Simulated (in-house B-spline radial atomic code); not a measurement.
# The scandium ion Sc⁸⁺: [Ne] 3s2 3p1

All numbers are computed (Dirac-Kohn-Sham PBE0, spherical fractional occupations, exact exchange averaged over the configuration; Fermi nucleus of rms radius 3.5459 fm) with an all-electron radial atomic-structure program (B-spline basis), not measured.

Effective charges: Z_r = [3n² - l(l+1)]/(2<r>) from the radius, Z_e = n√(-2ε) from the energy, and Slater's rules. Values are occupation-weighted means over j.

```
shell  electrons   ε (eV)  <r> (bohr)    Z_r    Z_e  Slater
   1s          2  -4607.5       0.073  20.55  18.40   20.70
   2s          2  -652.27        0.34  17.65  13.85   16.85
   2p          6  -564.38      0.3043  16.43  12.88   16.85
   3s          2  -194.19      0.9471  14.25  11.33   11.50
   3p          1  -171.22      0.9655  12.95  10.64   11.50
```

The least bound orbital is 3p3/2 at -171 eV, and it is also the most diffuse (<r> = 0.9669 bohr).

Spin-orbit splittings of the orbital energies (j = l + 1/2 above j = l - 1/2 when positive): 2p 4.756 eV, 3p 0.7747 eV.

For the 1s electron the small component carries 0.565 % of the norm, the zero-frequency Breit interaction raises the level by 4.186 eV, self-energy by 1.978 eV, and vacuum polarisation lowers it by 0.1499 eV.
